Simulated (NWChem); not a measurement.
All runs are NWChem calculations. System: Cl2Te, charge 1, spin multiplicity 2, at the geometry of a parent with another charge or spin, in a state set for the comparison that need not be this species' ground state. Its SCF solution wasn't tested for a lower state. Level: UB2PLYP/def2-TZVP with def2 effective core potentials on Te, 14 core orbitals frozen.

Part of the output:

```
             Northwest Computational Chemistry Package (NWChem) 7.3.0
             --------------------------------------------------------

                                NWChem Input Module
                                -------------------

 Scaling coordinates for geometry "geometry" by  1.889725989
 (inverse scale =  0.529177249)

 Turning off AUTOSYM since
 SYMMETRY directive was detected!

                             Geometry "geometry" -> ""
                             -------------------------

 Output coordinates in angstroms (scale by  1.889725989 to convert to a.u.)

  No.       Tag          Charge          X              Y              Z
 ---- ---------------- ---------- -------------- -------------- --------------
    1 Te                  52.0000     0.00000000     0.00000000    -0.59854700
    2 Cl                  17.0000     1.81007600     0.00000000     0.91542500
    3 Cl                  17.0000    -1.81007600     0.00000000     0.91542500

 Effective nuclear repulsion energy (a.u.)     438.7188186758

            Nuclear Dipole moment (a.u.)
            ----------------------------
        X                 Y               Z
 ---------------- ---------------- ----------------
     0.0000000000     0.0000000000     0.0000113384

      Symmetry information
      --------------------

 Group name             C2v
 Group number             16
 Group order               4
 No. of unique centers     2

      Symmetry unique atoms

     1    2


 Summary of "ao basis" -> "" (spherical)
 ------------------------------------------------------------------------------
       Tag                 Description            Shells   Functions and Types
 ---------------- ------------------------------  ------  ---------------------
 *                         def2-tzvp                  on all atoms

 Summary of "ao basis" -> "ao basis" (spherical)
 ------------------------------------------------------------------------------
       Tag                 Description            Shells   Functions and Types
 ---------------- ------------------------------  ------  ---------------------
 Te                        def2-tzvp                16       50   6s5p3d2f
 Cl                        def2-tzvp                13       37   5s5p2d1f

 Summary of "ao basis" -> "ao basis" (spherical)
 ------------------------------------------------------------------------------
       Tag                 Description            Shells   Functions and Types
[...]
     L   x y z        total         alpha         beta         nuclear
     -   - - -        -----         -----         ----         -------
     0   0 0 0      1.000000    -29.000000    -28.000000     58.000000

     1   1 0 0      0.000000      0.000000     -0.000000      0.000000
     1   0 1 0      0.000000      0.000000     -0.000000      0.000000
     1   0 0 1     -0.860716    -15.896665    -16.634578     31.670526

     2   2 0 0    -29.980766   -215.556374   -212.229366    397.804974
     2   1 1 0     -0.000000     -0.000000     -0.000000      0.000000
     2   1 0 1      0.000000      0.000000      0.000000      0.000000
     2   0 2 0    -34.508547    -19.193806    -15.314741      0.000000
     2   0 1 1     -0.000000     -0.000000      0.000000      0.000000
     2   0 0 2    -30.576672    -83.040369    -79.988164    132.451861

                   NWChem MP2 Semi-direct Energy/Gradient Module
                   ---------------------------------------------

  Basis functions       =    124
  Molecular orbitals    =    124
  Frozen core           =     14
  Frozen virtuals       =      0
  Active alpha occupied =     15
  Active beta occupied  =     14
  Active alpha virtual  =     95
  Active beta virtual   =     96
  Use MO symmetry       = T
  Use skeleton AO sym   = T

  AO/Fock/Back tols     =   1.0D-09  1.0D-09  1.0D-09

 GA uses MA = F    GA memory limited = T

 Available:
  local mem=  4.43D+07
 global mem=  1.44D+08
 local disk=  0.00D+00
  mp2_memr nvloc                    95
  nvloc new                    95
   1 passes of  15:        5242880                     102588                  35234972.
   1 passes of  15: M     44307119           G      144148448           F      39064239.

 Semi-direct pass number   1 of   1  for UHF alpha       at        4.5s
  vrange nnbf                  7267
  mp2_eaftype                   134  avail_ma_in_mb                   386
 EAF : mp2_eaftype filesize         134   17617486.
  mp2_eaf for mointskh                    134
Node 0 wrote     82.8 Mb in      0.1 s     Agg I/O rate:   611.7 Mb/s
 Done moints_semi at        9.5s
  mp2_eaftype                   134  avail_ma_in_mb                   386
 EAF : mp2_eaftype filesize         134   17617486.
  mp2_eaf for kh                   134
 Done maket at        9.7s
 Done multipass loop at        9.7s

 GA uses MA = F    GA memory limited = T

 Available:
  local mem=  4.43D+07
 global mem=  1.44D+08
 local disk=  0.00D+00
  mp2_memr nvloc                    96
  nvloc new                    96
   1 passes of  14:        5242880                      98540                  33233640.
   1 passes of  14: M     44307119           G      144148448           F      39064239.

 Semi-direct pass number   1 of   1  for UHF beta        at        9.7s
  vrange nnbf                  7267
  mp2_eaftype                   126  avail_ma_in_mb                   386
 EAF : mp2_eaftype filesize         126   16616820.
  mp2_eaf for mointskh                    126
Node 0 wrote     78.1 Mb in      0.1 s     Agg I/O rate:   621.2 Mb/s
 Done moints_semi at       14.7s
  mp2_eaftype                   126  avail_ma_in_mb                   386
 EAF : mp2_eaftype filesize         126   16616820.
  mp2_eaf for kh                   126
 Done maket at       14.9s
 Done multipass loop at       14.9s

          -------------------------------------------
          DFT energy                   -1187.462458365165
          Unscaled MP2 energy             -0.969814116670
          Total DFT+MP2 energy         -1187.724308176666
          -------------------------------------------

 -----------------------
 Performance information
 -----------------------

 Timer overhead =  9.61D-08 seconds/call

               Nr. of calls         CPU time (s)                 Wall time (s)                GFlops
             ---------------    -------------------     ------------------------------   -------------------
Name         Min   Avg   Max    Min     Avg     Max     Min     Avg     Max   Mx/calls   Min     Max     Sum
mp2: moin     2     2     2    9.9     9.9     9.9      9.9     9.9     9.9     5.0      0.0     0.0     0.0
mp2: make     2     2     2   0.45    0.45    0.45     0.45    0.45    0.45    0.23      0.0     0.0     0.0
mp2: tota     1     1     1    10.     10.     10.      10.     10.     10.     10.      0.0     0.0     0.0

 The average no. of pstat calls per process was 5.00D+00
 with a timing overhead of 4.81D-07s

 Task  times  cpu:       14.9s     wall:       14.9s

 Total times  cpu:       14.9s     wall:       14.9s
```

Task: Write an NWChem input that would produce this output.

Result: Several could match; the one computed here: 
```
start mol
memory heap 200 mb stack 900 mb global 1100 mb
charge 1
geometry units angstroms nocenter noautoz
  Te     0.000000     0.000000    -0.598547
  Cl     1.810076     0.000000     0.915425
  Cl    -1.810076     0.000000     0.915425
  symmetry group C2v
end
basis spherical
  * library def2-tzvp
end
ecp
  Te library def2-ecp
end
dft
  xc hfexch 0.53 becke88 0.47 lyp 0.73 mp2 0.27
  dftmp2
  odft
  mult 2
  semidirect memsize 60000000 filesize 0
  iterations 100
end
mp2
  freeze core 14
end
task dft energy
```
